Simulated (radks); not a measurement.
Results of a calculation; reference values are marked as such.
Valence configurations of the lutetium ion Lu+ (all share [Xe]). Code: a radial shooting solver on a logarithmic mesh with Libxc functionals. Model: scalar-relativistic Kohn-Sham, r2SCAN, spin-unpolarised, spherical densities, finite nucleus; meta-GGA in the generalised Kohn-Sham scheme; Fermi nuclear charge, rms radius 5.37 fm. Energies are relative to 4f14 6s2; eigenvalues in eV.

| valence | E (eV) | e(4f) | e(5d) | e(6p) | e(6s) |
|---|---|---|---|---|---|
| 4f14 6s2 | 0.000 | -18.671 | - | - | -11.127 |
| 4f14 6p2 | 9.159 | -21.617 | - | -7.809 | - |
| 4f14 5d1 6s1 | 2.301 | -16.460 | -7.682 | - | -10.071 |
| 4f13 5d1 6s2 | 12.683 | -26.395 | -10.681 | - | -11.828 |
| 4f14 6s1 6p1 | 4.630 | -20.186 | - | -7.229 | -11.782 |
| 4f14 5d2 | 4.736 | -14.606 | -6.555 | - | - |
| 4f13.5 5d1 6s1.5 | 6.467 | -21.243 | -9.114 | - | -10.987 |
| 4f14 6s1.5 6p0.5 | 2.339 | -19.441 | - | -6.861 | -11.484 |
| 4f13 6s2 6p1 | 17.315 | -30.638 | - | -8.127 | -13.540 |
| 4f12 5d2 6s2 | 31.728 | -34.647 | -12.280 | - | -12.358 |

NIST lists [Xe] 4f14 6s2 as the ground configuration; this level of theory agrees among the configurations tried. The energies are those of spherical spin-averaged densities, not of single terms.
